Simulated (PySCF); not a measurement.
Electron correlation in Cu⁺ (copper, charge +1)

[Ar] 3d10, closed-shell 1S. Computed with PySCF 2.14 in x2c-SVPall, with the spin-free X2C one-electron Hamiltonian (Gaussian nucleus). Frozen: [Ar]; 10 electrons correlated.

Total MP2 correlation energy: -274.92 mhartree.

Same-spin part -105.30 and opposite-spin part -169.62 mhartree; SCS-MP2 scales them by 1/3 and 6/5 to -238.64 mhartree.

```csv
level,correlation energy (mhartree)
CCSD,-242.42
(T),-10.67
CCSD(T),-253.09
```

Diagnostics: T1 = 0.016, D1 = 0.0226, largest double amplitude 0.027.

Cost of the coupled-cluster step: 0.15 s of wall time on 1 thread of Neoverse-V1 (shared host), for 10 correlated electrons.
